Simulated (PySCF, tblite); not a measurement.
C2H6N4Si2.
Structure used (GFN2-xTB), in Å, numbered top down from 1:
```
atom  x, y, z in Å
N1    -2.060    2.204    0.842
C2    -1.509    1.317    0.374
Si3   -0.669   -0.168   -0.404
N4    -1.620   -1.584   -0.592
C5    -0.262    0.401   -2.140
N6     0.011    0.759   -3.192
N7     0.701   -0.549    0.563
Si8    1.950    0.521    1.146
H9    -2.319   -1.619   -1.314
H10   -1.931   -2.084    0.225
H11    0.938   -1.528    0.570
H12    1.266    1.673    1.722
H13    2.825    0.932    0.044
H14    2.677   -0.277    2.132
```

Computed, not measured: PBE0/def2-SVPD in PySCF (dipole) on a GFN2-xTB geometry, gas phase.

Masses are those of the commonest isotopes; rigid-rotor values at the optimised geometry. The values belong to one conformer with, in the numbering `[N:1]#[C:2][Si:3]([NH2:4])([C:5]#[N:6])[NH:7][SiH3:8]`, C2–Si3–N4–H 75° and -67°, C2–Si3–N7–Si8 -49°.

**Question.** What are A, B and C (MHz)?

**Answer.** Ia = 345.75, Ib = 476.46, Ic = 548.01 u·Å²; 505379 MHz·u·Å²/I gives A = 1462, B = 1061, C = 922.2 MHz.

**Question.** Classify the top.

**Answer.** An asymmetric top; Ray's κ = -0.487.

**Question.** What does the inertial defect say?

**Answer.** Not planar: Δ = Ic − Ia − Ib = -274.20 u·Å². For a rigid frame Δ = −2 Σ m c², so Σ m c² = 137.10 u·Å² lies off the ab plane: 16.59 from hydrogen and 120.51 from heavier atoms. The atom farthest from that plane is 2.72 Å away.

**Question.** List the rotational levels J(Ka,Kc) to J = 4 (cm⁻¹).

**Answer.** Above 0(0,0):
J = 1: 1(0,1) 0.0661, 1(1,1) 0.0795, 1(1,0) 0.0841
J = 2: 2(0,2) 0.1974, 2(1,2) 0.2072, 2(1,1) 0.2210, 2(2,1) 0.2612, 2(2,0) 0.2622
J = 3: 3(0,3) 0.3921, 3(1,3) 0.3981, 3(1,2) 0.4257, 3(2,2) 0.4596, 3(2,1) 0.4643, 3(3,1) 0.5386, 3(3,0) 0.5387
J = 4: 4(0,4) 0.6486, 4(1,4) 0.6518, 4(1,3) 0.6970, 4(2,3) 0.7234, 4(2,2) 0.7362, 4(3,2) 0.8048, 4(3,1) 0.8058, 4(4,1) 0.9132, 4(4,0) 0.9132
Those of J = 1 are B + C, A + C and A + B.

**Question.** Which lines would a microwave search look for?

**Answer.** The dipole components are |μa| = 1.57 D, |μb| = 0.70 D, |μc| = 4.82 D. Intensities carry the squares of the components, which stand as 0.11 : 0.02 : 1.00 (a : b : c). Some lines, for components of 0.1 D or more:

```csv
type,branch,"J(Ka,Kc)",MHz,lower level (cm⁻¹)
a,Q,"2(1,1) ← 2(1,2)",415,0.207
c,Q,"3(2,2) ← 3(1,2)",1017,0.426
b,Q,"4(1,3) ← 4(0,4)",1451,0.649
b,Q,"3(2,2) ← 3(1,3)",1843,0.398
a,R,"2(0,2) ← 1(0,1)",3936,0.066
b,R,"2(1,2) ← 1(0,1)",4228,0.066
c,R,"3(2,2) ← 2(1,2)",7567,0.207
c,R,"3(3,0) ← 2(2,0)",8291,0.262
b,R,"4(4,0) ← 3(3,1)",11230,0.539
b,R,"5(2,3) ← 4(1,4)",12766,0.652
```

**Question.** Estimate the classical rotational partition function at 25 K, 50 K and 500 K.

**Answer.** Point group C1, symmetry number σ = 1; q = (√π/σ)·√((kT/h)³/(ABC)), k/h = 20836.6 MHz/K: 17600 at 25 K, 49800 at 50 K, 1580000 at 500 K.

Its GFN2-xTB frequencies are all real (lowest 37 cm⁻¹). Constants of a rigid frame at the computed geometry: no zero-point averaging, no centrifugal distortion. A rigid rotor knows nothing of inversion at nitrogen or internal rotation, which can split or shift real lines. Quadrupole hyperfine structure (14N) is left out.
